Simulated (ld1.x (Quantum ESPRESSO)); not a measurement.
Plane-wave convergence, PAW potential for chromium

ld1.x (Quantum ESPRESSO) 7.5 input, shortened:

```
&input
   title='Cr', zed=24., rel=1, dft='PBESOL', iswitch=3,
   config='[Ar] 3d5 4s0.5 4p0 4f-2'
 /
 &inputp
   pseudotype=3, lpaw=.true., tm=.true., lloc=-1, rcloc=2.95,
   nlcc=.true.,
   which_augfun='PSQ', rmatch_augfun_nc=.true.
 /
7
4S  1  0   0.50   0.00  2.55  3.00  0.0
4S  1  0   0.00   1.35  2.55  3.00  0.0
3P  2  1   6.00   0.00  1.45  1.65  0.0
4P  3  1   0.00   0.00  1.45  1.65  0.0
3D  3  2   5.00   0.00  1.05  1.35  0.0
3D  3  2   0.00   1.80  1.05  1.35  0.0
4F  4  3  -2.00   0.45  2.90  3.20  0.0
 &test
   configts(1)='3p6 3d5 4s0.5 4p0'
 /
```

The pseudo-atom Hamiltonian at the reference potential is diagonalised in spherical Bessel functions j_l(qr) that vanish at 20 bohr, with q² up to the cutoff. All-electron valence levels (Ry): 4s -0.5032, 3p -3.5750, 4p -0.2427, 3d -0.4567.

Q: How do the lowest levels (Ry) of each channel move with the cutoff, and are there ghosts?

A:

```
cutoff (Ry)     s #1     p #1     p #2     d #1     d #2    f #1  Σ f·Δε (mRy)
          8  -0.5032  -2.9538  -0.1823  -0.0594   0.0242  0.0309        5713.9
         15  -0.5032  -3.4917  -0.2031  -0.0766   0.0089  0.0309        2400.8
         21  -0.5032  -3.5556  -0.2098  -0.1463  -0.0167  0.0309        1668.7
         35  -0.5032  -3.5744  -0.2330  -0.3807  -0.0345  0.0309         384.3
         45  -0.5032  -3.5747  -0.2417  -0.4429  -0.0365  0.0309          71.2
         60  -0.5032  -3.5749  -0.2424  -0.4561  -0.0369  0.0309           4.1
         80  -0.5032  -3.5750  -0.2426  -0.4563  -0.0369  0.0309           2.5
        110  -0.5032  -3.5750  -0.2427  -0.4567  -0.0369  0.0309           0.4
        400  -0.5032  -3.5750  -0.2427  -0.4568  -0.0369  0.0309           0.0
```

Result: no extra level below or beside the all-electron valence levels (s, p, d, f tested); 10 mRy is reached at 55 Ry and 1 mRy at 90 Ry.

Test run stopped at test 1 of 7 (negative rho).
